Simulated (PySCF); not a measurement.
Run record: excited-state job, `C/C=C/P(NC)C(F)(F)F`.

Method: TDDFT wB97X-D/def2-SVPD, vertical, gas phase, core orbitals frozen in the response (PySCF 2.14.0, density-fitted response routines). Geometry: PBE0-D3(BJ)/def2-SVP. A driver script takes a list of jobs; this job's settings line and coordinates (Å) are shown.

Command:
```bash
OMP_NUM_THREADS=1 python probes_run.py task.json out
```

Input:
```
{"job": {"kind": "uv", "xc": "wB97X-D", "basis": "def2-SVPD", "ip": true}, "charge": 0, "multiplicity": 1}
C      3.251329     0.238317    -0.071210
C      1.790290     0.278676     0.223383
C      0.978587    -0.785308     0.249506
P     -0.770207    -0.733750     0.721298
N     -1.184610     0.854639     0.294467
C     -2.416032     1.445067     0.772502
C     -1.413086    -1.683199    -0.791979
F     -0.937855    -2.933098    -0.825701
F     -2.749889    -1.752464    -0.751213
F     -1.091754    -1.100209    -1.956194
H      3.495474     0.873287    -0.939135
H      3.600953    -0.782775    -0.280638
H      3.833104     0.636086     0.777368
H      1.355970     1.263288     0.441015
H      1.378470    -1.789219     0.057411
H     -0.916500     1.138187    -0.645947
H     -3.302794     1.174820     0.170385
H     -2.602686     1.110172     1.803740
H     -2.333198     2.543314     0.790687
```

Output:
```
coarse grid: 16960 points
cycle   1  E = -890.6397472181  dE =  1.452e+00  |g| = 9.163e-01  |ddm| = 6.168e+00
cycle   2  E = -890.6142389161  dE =  2.551e-02  |g| = 1.075e+00  |ddm| = 2.018e+00
cycle   3  E = -890.8059424992  dE = -1.917e-01  |g| = 5.294e-02  |ddm| = 1.044e+00
cycle   4  E = -890.8065560189  dE = -6.135e-04  |g| = 3.185e-02  |ddm| = 1.433e-01
cycle   5  E = -890.8067963754  dE = -2.404e-04  |g| = 9.013e-03  |ddm| = 6.148e-02
cycle   6  E = -890.8068188825  dE = -2.251e-05  |g| = 2.835e-03  |ddm| = 2.169e-02
cycle   7  E = -890.8068214524  dE = -2.570e-06  |g| = 6.588e-04  |ddm| = 8.457e-03
final grid: 162120 points
cycle   8  E = -890.9177110740  dE = -1.646e-04  |g| = 8.669e-03  |ddm| = 1.925e-01
cycle   9  E = -890.9177149764  dE = -3.902e-06  |g| = 8.773e-03  |ddm| = 2.667e-02
cycle  10  E = -890.9177273522  dE = -1.238e-05  |g| = 7.359e-04  |ddm| = 8.337e-03
cycle  11  E = -890.9177274819  dE = -1.297e-07  |g| = 4.649e-04  |ddm| = 2.641e-03
cycle  12  E = -890.9177275328  dE = -5.090e-08  |g| = 6.292e-05  |ddm| = 1.023e-03
cycle  13  E = -890.9177275342  dE = -1.393e-09  |g| = 3.741e-05  |ddm| = 2.706e-04
cycle  14  E = -890.9177275346  dE = -3.638e-10  |g| = 1.073e-05  |ddm| = 1.036e-04
converged SCF energy = -890.9177275346

Static polarisability (au): isotropic 99.369, principal 77.766 97.624 122.717

Singlet excitations
state   eV       nm        f      main configurations
  1   5.9886    207.0   0.14220   H->L 0.70, H->L+1 0.18
  2   6.2506    198.4   0.23226   H->L+1 0.34, H->L 0.24, H-1->L 0.24
  3   6.4536    192.1   0.03755   H-1->L 0.58, H->L+1 0.30
  4   6.7413    183.9   0.03020   H-1->L+1 0.76, H-1->L 0.10
  5   7.0383    176.2   0.00852   H->L+2 0.53, H->L+5 0.18, H->L+4 0.11
  6   7.3305    169.1   0.04433   H-2->L 0.25, H->L+3 0.20, H-1->L+3 0.18
  7   7.4924    165.5   0.10278   H-2->L 0.46, H->L+3 0.20
  8   7.6729    161.6   0.02773   H-1->L+3 0.28, H->L+5 0.12, H->L+3 0.09
  9   7.7837    159.3   0.03012   H->L+4 0.30, H->L+6 0.28, H->L+5 0.13
 10   7.8658    157.6   0.04600   H-1->L+2 0.16, H-1->L+5 0.16, H->L+4 0.15

Triplet excitations (Tamm-Dancoff, eV): 4.1266 5.3412 5.8061 6.0522
Vertical ionisation energy (delta-SCF) = 8.7938 eV
```

The SCF starts on a coarse grid where the log names one; the energy can jump when the final grid takes over, and dE then counts from the start density on the new grid. H and L stand for HOMO and LUMO; the number after each pair is its weight.

Question: Which computed singlet has the largest oscillator strength, and what do all of them sum to?

Answer: State 2 at 6.25 eV (198 nm), f = 0.232; the 10 states sum to 0.702.

In short: HOMO -8.68 eV, LUMO 1.40 eV; lowest singlet 5.99 eV; lowest triplet 4.13 eV (Tamm–Dancoff); mean polarisability 99.4 au.

Hardware: an Arm Neoverse V1 with one thread, no GPU, on a shared host. Cost: 7.0 min of wall time, 1.4 GiB resident at most.

One conformer stands for the species.
Labels such as C1 count atoms from 1, the log's own numbers from 0.

The pairwise dispersion term of wB97X-D wasn't added to the energies; at a given geometry it leaves orbitals and properties as they are.
